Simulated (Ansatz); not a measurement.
Input file for AlBr3, SMILES `[Br][Al]([Br])[Br]`:

```yaml
crystal:
  periodic: [false, false, false]
  atoms:
    - {symbol: Br, position_ang: [0.810704, 0.430105, 2.028376]}
    - {symbol: Al, position_ang: [0.013772, -0.015085, -0.004994]}
    - {symbol: Br, position_ang: [-0.132625, -2.125374, -0.707250]}
    - {symbol: Br, position_ang: [-0.636251, 1.650054, -1.336432]}
basis:
  gaussian: {orbitals: def2-TZVPP}
correlation: {method: ccsd_t}
output: {orbitals: {seedname: orbitals}}
```

```sh
$ ansatz run in.yaml --threads 4 --pin off --events-out ev --progress --plain --max-ram 10444MiB
```

The program prints (abridged):

```
Functional definition: HF
1243 factors; integrals over basis functions are off by at most 8.5e-4 eV
mean field evaluation 1: about -216584.9741 eV, gradient 1.7e1 eV
mean field evaluation 2: about -216585.1567 eV, gradient 1.8e1 eV
mean field evaluation 4: about -216586.2725 eV, gradient 1.5e0 eV
mean field evaluation 8: about -216586.3003 eV, gradient 1.3e-1 eV
mean field -216586.30034391 eV, -7959.3997301716 hartree, gradient 8.0e-6 eV, S^2 0.000000; 0 other end points of the search recorded, 0 dependent functions left out
32 core orbitals not correlated: weight in the atoms' cores, before any rotation towards them, 1.000 or more for the frozen orbitals, at most 0.000 for the correlated occupied ones
reference -216586.30034391 eV, -7959.3997301716 hartree; 27, 27 occupied and 127, 127 virtual orbitals, 1243 factors
second order -24.04404633 eV of doubles, -0.00000000 eV of singles
cycle   1  -23.90816252 eV  change    1.4e-1 eV  update   8.5e-2
cycle   2  -24.40455848 eV  change   -5.0e-1 eV  update   2.2e-2
cycle   3  -24.45849683 eV  change   -5.4e-2 eV  update   1.1e-2
cycle   4  -24.43963148 eV  change    1.9e-2 eV  update   2.7e-3
cycle   5  -24.44096235 eV  change   -1.3e-3 eV  update   1.0e-3
cycle   6  -24.44083757 eV  change    1.2e-4 eV  update   2.4e-4
cycle   7  -24.44065132 eV  change    1.9e-4 eV  update   7.5e-5
cycle   8  -24.44068966 eV  change   -3.8e-5 eV  update   2.2e-5
perturbative correction -0.86211312 eV, -0.0316820727 hartree
Total energy: -216611.60314669 eV, -7960.3295910230 hartree
```

It took 110 s on 4 threads of an Arm Neoverse V1 on a shared host, with 2 GiB of host memory at the peak.

The correlation energy is -25.303 eV, 3.4 % of it from (T); the T1 diagnostic reads 0.0068.
